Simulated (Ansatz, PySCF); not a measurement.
This PySCF input computes a BLYP/def2-TZVPD energy:

```python
from pyscf import gto, scf, dft

mol = gto.M(
    atom='''
    Ge    0.01086032   -0.00616844    0.41757255
    F     0.63163470    1.16043427   -0.74230093
    F    -0.67024917   -1.13850205   -0.74240146
    ''',
    basis='def2-tzvpd',
    charge=0,
    spin=0,
    verbose=4,
)

mf = dft.RKS(mol, xc='blyp').density_fit(auxbasis='def2-universal-jkfit')
mf.grids.level = 3
mf.conv_tol = 1e-9
mf.max_cycle = 100
mf.max_memory = 1500
mf.kernel()
if not mf.converged:
    mf = mf.newton()
    mf.kernel(mf.make_rdm1())
mf.analyze()
```

Task: Write an input for the same energy in Ansatz (an electronic-structure program) and say what it gives.

Result: 
Ansatz 0.2 input:
```yaml
crystal:
  periodic: [false, false, false]
  atoms:
    - {symbol: Ge, position_ang: [0.01086032, -0.00616844, 0.41757255]}
    - {symbol: F, position_ang: [0.63163470, 1.16043427, -0.74230093]}
    - {symbol: F, position_ang: [-0.67024917, -1.13850205, -0.74240146]}
basis:
  gaussian:
    orbitals: def2-TZVPD
hamiltonian:
  xc: {name: BLYP}
output: {forces: true}
```
It gives -2276.92649 Eh, and PySCF -2276.92656 Eh, a difference of 0.07 mEh, from the treatment of integrals and grids.
